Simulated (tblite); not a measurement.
C6H7FSi.
Structure used (GFN2-xTB), in Å, numbered top down from 1:
```xyz
15
C6H7FSi angstrom
F     -0.9550   -0.9317    1.9759
C     -0.8960   -0.2568    0.7656
C      0.4779   -0.1389    0.3316
C      1.6264   -0.0422   -0.0209
Si     3.3910    0.0886   -0.5544
C     -1.7176    1.0169    0.7154
C     -2.5398    0.5462   -0.2170
C     -1.8994   -0.8132   -0.2933
H      3.6344    1.4743   -0.9600
H      4.2344   -0.2865    0.5803
H      3.5837   -0.8253   -1.6825
H     -1.6114    1.9397    1.2525
H     -3.3716    0.9600   -0.7562
H     -1.4569   -1.0907   -1.2491
H     -2.5046   -1.6327    0.0901
```

Method: GFN2-xTB as coded in tblite; computed harmonic values from a numerical Hessian at the method's own geometry, unscaled. The method is semi-empirical: single wavenumbers can be off by several per cent or more. Modes of hydrogen on silicon can be 10 to 20 % off. The optimisation stopped once no atom felt more than 0.01 eV/Å.

Lowest wavenumbers of the output (negative numbers stand for imaginary wavenumbers):
```
mode    cm-1
  1     -37.7
  2      69.8
  3      88.7
  4     162.7
  5     195.5
  6     218.6
  7     339.2
  8     384.8
```

Is this structure a minimum?

Not by this Hessian. 1 mode is imaginary beyond 20i (38i cm⁻¹), so at this level the point lies at or near a first-order saddle. The curvature is small, so loose convergence or finite differences may be the whole cause.

Which atoms move in the imaginary mode?

38i: H10 (Si–H hydrogen) 32 %, H11 (Si–H hydrogen) 32 %, H9 (Si–H hydrogen) 31 %. These are shares of the mass-weighted motion.

What is the remedy?

Step along that mode in both directions, optimise again with tighter thresholds and repeat the frequencies. The zero-point energy of this point (62.8 kcal/mol) counts the 38 real modes alone, and thermal corrections from it aren't those of a minimum.
